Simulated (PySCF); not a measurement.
Gas-phase reaction: 2 HOI → I₂ + 2 H + 2 O

Method: PySCF energies plus ideal-gas RRHO corrections (1 bar). † marks an energy on the PBE0/def2-TZVP geometry and frequencies; other levels use their own. Open shells (unrestricted): H (multiplicity 2), O (multiplicity 3); the rest are closed-shell singlets. Spin-orbit splitting is ignored; it lowers the true energy and changes the entropy of O. I: scalar-relativistic def2 core potential, no spin-orbit coupling.

ωB97M-V/def2-TZVP† gives ΔH°(298 K) = 1102 kJ.

Task: What do PBE0/def2-SVP†, HF/def2-TZVP†, PBE/def2-SVP give?

Result: PBE0/def2-SVP†: 1027 kJ; HF/def2-TZVP†: 529 kJ; PBE/def2-SVP: 1124 kJ. For scale, ΔH°(298 K) is 1102 kJ at this level, 1096 kJ at ωB97X-V/def2-TZVP†, and runs from 529 to 1855 kJ over the 18 levels computed.
